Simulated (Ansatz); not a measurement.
`OB[SiH]1C[SiH2]1`, relaxed with RKS PBE-D4/def2-SVP in Ansatz from a rough embedded geometry. The force threshold is 0.03 eV/Å; the program also tests the step.

Total charge 0; spin multiplicity 1.

Start:

```xyz
12

O     0.871    2.214   -0.291
B    -0.424    1.769   -0.584
Si   -0.762   -0.136   -0.672
C    -0.605   -1.085    0.882
Si    1.050   -1.330   -0.038
H     0.907    2.326    0.754
H    -1.319    2.548   -0.799
H    -1.427   -0.775   -1.854
H    -0.444   -0.398    1.762
H    -1.151   -1.980    0.938
H     1.178   -2.650   -0.616
H     2.127   -0.503    0.519
```

Problem. By how much does the energy fall, and how many steps does the optimiser take? (Best estimate.)

Solution. Ansatz gave: 36.24 kcal/mol, in 16 steps, 1 of them rejected.

Problem. Which bonds change most? (Estimate.)

Solution. The calculation gave: Si3–C4 from 1.827 to 1.935 Å; O1–H6 from 1.051 to 0.975 Å; B2–Si3 from 1.937 to 1.999 Å; C4–H10 from 1.050 to 1.105 Å.

Problem. Give the relaxed structure. (Estimate.)

Solution. The calculation gave: 
```xyz
12

O     0.270    2.250    0.581
B    -0.356    1.820   -0.552
Si   -0.738   -0.138   -0.680
C    -0.460   -1.185    0.923
Si    1.062   -1.481   -0.177
H     0.482    3.202    0.553
H    -0.618    2.604   -1.455
H    -1.743   -0.690   -1.649
H    -0.324   -0.591    1.846
H    -1.135   -2.046    1.081
H     1.202   -2.859   -0.751
H     2.360   -0.885    0.279
```
